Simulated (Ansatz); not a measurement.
`[F][Sn]([Br])([Br])[Br]` → Br₂ + `[F][Sn][Br]` at 500 K and 1 bar (stannylene formation by 1,1-elimination).

Gas-phase electronic energies from Ansatz, PBE0-D4/def2-TZVP geometries. CCSD(T)/CBS is the MP2 limit (def2-TZVPP, def2-QZVPP) plus CCSD(T) − MP2 in def2-TZVPP, frozen cores. Elements past krypton have def2 core potentials. For Br, Sn outer-core shells are correlated without core-valence functions, which leaves a few kJ/mol of doubt a bond. Scalar relativity is left out up to krypton.

| species | CCSD(T)/CBS energy (Eh) | H − E (kJ/mol) | S (J/(mol·K)) |
| --- | --- | --- | --- |
| `[F][Sn]([Br])([Br])[Br]` | -8033.95352 | 56.0 | 456.3 |
| Br₂ | -5146.62008 | 19.0 | 263.9 |
| `[F][Sn][Br]` | -2887.23951 | 30.3 | 339.8 |

H − E and S are ideal-gas, rigid-rotor, harmonic terms from PBE0-D4/def2-TZVP. 1 Eh = 2625.50 kJ/mol, R = 8.31446 J/(mol·K).

Problem. By hand: ΔE, ΔH, ΔS and ΔG.

Solution. ΔE = (-5146.62008) + (-2887.23951) − (-8033.95352) = 0.09393 Eh = 246.6 kJ/mol. Δ(H − E) = 19.0 + 30.3 − 56.0 = -6.7, so ΔH = 239.9 kJ/mol. ΔS = 263.9 + 339.8 − 456.3 = 147.4 J/(mol·K). ΔG = 239.9 − 500 × (147.4)/1000 = 166.2 kJ/mol.

Problem. By hand: the equilibrium constant, and the temperature at which ΔG would vanish if ΔH and ΔS stayed fixed.

Solution. log₁₀ K = −ΔG/(RT ln 10) = -17.4. ΔG = 0 at ΔH/ΔS = 1628 K.

The number of gas molecules changes by +1, which sets the sign of ΔS. A doubt of 5 kJ/mol in ΔE shifts log₁₀ K by 0.5 here. These are equilibria of isolated gas molecules and say nothing of rates. Largest T1 diagnostic: 0.014 (customary marks: 0.02 for closed shells, 0.045 for open ones).
